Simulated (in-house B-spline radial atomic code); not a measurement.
Inner levels of thallium as electrons are removed. A shift is the extra binding of the orbital against the neutral atom ([Xe] 4f14 5d10 6s2 6p1). The density at the nucleus is averaged over the nuclear charge. Computed with a B-spline radial code for spherical atoms: Dirac-Hartree-Fock, average of the configuration, finite nuclei.

```json
{"ion": "Tl18+", "configuration": "[Kr] 4d10 4f14 5s2 5p1", "shift of 4p3/2 (eV)": "391.43", "shift of 3d3/2 (eV)": "403", "shift of 2p1/2 (eV)": "411.81", "radius of 4p3/2 (bohr)": "0.42407", "radius of 3d3/2 (bohr)": "0.15948", "radius of 2p1/2 (bohr)": "0.055953", "Σ<r²> (bohr²)": "9.9359", "change of density at nucleus (bohr⁻³)": "798.74"}
{"ion": "Tl19+", "configuration": "[Kr] 4d10 4f14 5s2", "shift of 4p3/2 (eV)": "422.39", "shift of 3d3/2 (eV)": "435.74", "shift of 2p1/2 (eV)": "445.87", "radius of 4p3/2 (bohr)": "0.4237", "radius of 3d3/2 (bohr)": "0.15946", "radius of 2p1/2 (bohr)": "0.055951", "Σ<r²> (bohr²)": "9.0117", "change of density at nucleus (bohr⁻³)": "901.2"}
{"ion": "Tl20+", "configuration": "[Kr] 4d10 4f13 5s2", "shift of 4p3/2 (eV)": "468.02", "shift of 3d3/2 (eV)": "487.41", "shift of 2p1/2 (eV)": "496.55", "radius of 4p3/2 (bohr)": "0.4217", "radius of 3d3/2 (bohr)": "0.15942", "radius of 2p1/2 (bohr)": "0.055953", "Σ<r²> (bohr²)": "8.5848", "change of density at nucleus (bohr⁻³)": "1208.48"}
{"ion": "Tl21+", "configuration": "[Kr] 4d10 4f13 5s1", "shift of 4p3/2 (eV)": "501.89", "shift of 3d3/2 (eV)": "523.36", "shift of 2p1/2 (eV)": "533.88", "radius of 4p3/2 (bohr)": "0.42102", "radius of 3d3/2 (bohr)": "0.15939", "radius of 2p1/2 (bohr)": "0.055951", "Σ<r²> (bohr²)": "7.8287", "change of density at nucleus (bohr⁻³)": "-986.81"}
{"ion": "Tl22+", "configuration": "[Kr] 4d10 4f13", "shift of 4p3/2 (eV)": "536.22", "shift of 3d3/2 (eV)": "559.89", "shift of 2p1/2 (eV)": "571.87", "radius of 4p3/2 (bohr)": "0.42033", "radius of 3d3/2 (bohr)": "0.15936", "radius of 2p1/2 (bohr)": "0.055949", "Σ<r²> (bohr²)": "7.096", "change of density at nucleus (bohr⁻³)": "-3284.03"}
{"ion": "Tl23+", "configuration": "[Kr] 4d10 4f12", "shift of 4p3/2 (eV)": "584.1", "shift of 3d3/2 (eV)": "614.78", "shift of 2p1/2 (eV)": "625.9", "radius of 4p3/2 (bohr)": "0.41823", "radius of 3d3/2 (bohr)": "0.15931", "radius of 2p1/2 (bohr)": "0.055951", "Σ<r²> (bohr²)": "6.7428", "change of density at nucleus (bohr⁻³)": "-3133.13"}
{"ion": "Tl24+", "configuration": "[Kr] 4d10 4f11", "shift of 4p3/2 (eV)": "632.95", "shift of 3d3/2 (eV)": "671.24", "shift of 2p1/2 (eV)": "681.52", "radius of 4p3/2 (bohr)": "0.41609", "radius of 3d3/2 (bohr)": "0.15925", "radius of 2p1/2 (bohr)": "0.055954", "Σ<r²> (bohr²)": "6.4091", "change of density at nucleus (bohr⁻³)": "-2971.15"}
{"ion": "Tl25+", "configuration": "[Kr] 4d10 4f10", "shift of 4p3/2 (eV)": "682.77", "shift of 3d3/2 (eV)": "729.23", "shift of 2p1/2 (eV)": "738.71", "radius of 4p3/2 (bohr)": "0.4139", "radius of 3d3/2 (bohr)": "0.15919", "radius of 2p1/2 (bohr)": "0.055956", "Σ<r²> (bohr²)": "6.0932", "change of density at nucleus (bohr⁻³)": "-2798.11"}
{"ion": "Tl26+", "configuration": "[Kr] 4d10 4f9", "shift of 4p3/2 (eV)": "733.52", "shift of 3d3/2 (eV)": "788.76", "shift of 2p1/2 (eV)": "797.46", "radius of 4p3/2 (bohr)": "0.41168", "radius of 3d3/2 (bohr)": "0.15912", "radius of 2p1/2 (bohr)": "0.055959", "Σ<r²> (bohr²)": "5.7936", "change of density at nucleus (bohr⁻³)": "-2613.98"}
{"ion": "Tl27+", "configuration": "[Kr] 4d10 4f8", "shift of 4p3/2 (eV)": "785.19", "shift of 3d3/2 (eV)": "849.78", "shift of 2p1/2 (eV)": "857.75", "radius of 4p3/2 (bohr)": "0.40944", "radius of 3d3/2 (bohr)": "0.15904", "radius of 2p1/2 (bohr)": "0.055961", "Σ<r²> (bohr²)": "5.509", "change of density at nucleus (bohr⁻³)": "-2418.79"}
{"ion": "Tl28+", "configuration": "[Kr] 4d10 4f7", "shift of 4p3/2 (eV)": "837.76", "shift of 3d3/2 (eV)": "912.29", "shift of 2p1/2 (eV)": "919.59", "radius of 4p3/2 (bohr)": "0.40717", "radius of 3d3/2 (bohr)": "0.15895", "radius of 2p1/2 (bohr)": "0.055964", "Σ<r²> (bohr²)": "5.2382", "change of density at nucleus (bohr⁻³)": "-2212.57"}
{"ion": "Tl29+", "configuration": "[Kr] 4d10 4f6", "shift of 4p3/2 (eV)": "891.21", "shift of 3d3/2 (eV)": "976.28", "shift of 2p1/2 (eV)": "982.95", "radius of 4p3/2 (bohr)": "0.40488", "radius of 3d3/2 (bohr)": "0.15886", "radius of 2p1/2 (bohr)": "0.055967", "Σ<r²> (bohr²)": "4.9801", "change of density at nucleus (bohr⁻³)": "-1995.33"}
{"ion": "Tl30+", "configuration": "[Kr] 4d10 4f5", "shift of 4p3/2 (eV)": "945.53", "shift of 3d3/2 (eV)": "1041.72", "shift of 2p1/2 (eV)": "1047.83", "radius of 4p3/2 (bohr)": "0.40258", "radius of 3d3/2 (bohr)": "0.15875", "radius of 2p1/2 (bohr)": "0.05597", "Σ<r²> (bohr²)": "4.7339", "change of density at nucleus (bohr⁻³)": "-1767.05"}
```
